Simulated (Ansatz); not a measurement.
Molecule: sum formula Si2H4Cl2, charge 0, multiplicity 1. 
Geometry from a B3LYP-D3(BJ)/def2-TZVP (Ansatz, an electronic-structure program) optimisation:
SMILES: Cl[SiH2][SiH2]Cl
```xyz
8

Cl     2.0009     1.7397     0.3442
Si     1.1631    -0.1296     0.0036
Si    -1.1630     0.1307    -0.0104
Cl    -2.0010    -1.7409    -0.3372
H      1.5975    -1.0383     1.0857
H      1.6573    -0.6309    -1.2963
H     -1.5981     1.0316    -1.0988
H     -1.6562     0.6414     1.2863
```

Quantity: vertical ionisation energy (to the doublet state of charge +1; each state is the SCF solution reached for its spin), in eV. Correlated levels leave the core frozen unless marked. Open shells are spin-unrestricted. Spin-orbit coupling is left out. Non-relativistic. CBS marks a two-point X^-3 extrapolation of the correlation energy; Hartree-Fock from the larger set. The bracket is a focal-point correction in the basis named.

| level | program | vertical ionisation energy (eV) |
|---|---|---|
| HF/aug-cc-pV(D+d)Z | Ansatz | 10.05 |
| HF/aug-cc-pV(T+d)Z | Ansatz | 9.97 |

Task: Estimate the value at RI-MP2/CBS(aug-cc-pV(T+d)Z,aug-cc-pV(Q+d)Z)+[CCSD(T)-MP2]/aug-cc-pV(T+d)Z as computed with Ansatz.

Result: 10.53 eV
